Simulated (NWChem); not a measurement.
System: vinylene carbonate (C3H2O3); SMILES O=c1occo1

Results from NWChem. Geometry: optimised at PBE-D3(BJ)/def2-SVP. Level SCAN/def2-SVP: energy and gradient on several grids; changes count from the extra-fine grid, which is no exact limit either.

```
grid     size of the energy change (μHa)  largest change of a gradient component (μHa/bohr)  time, medium = 1 (rough)
-------  -------------------------------  -------------------------------------------------  ------------------------
xcoarse                            30000                                              10000                   about 1
coarse                             20000                                               5000                   about 1
medium                             10000                                               2000                   about 1
fine                                 200                                                900                   about 1
xfine                               < 10                                               < 30                         2
```
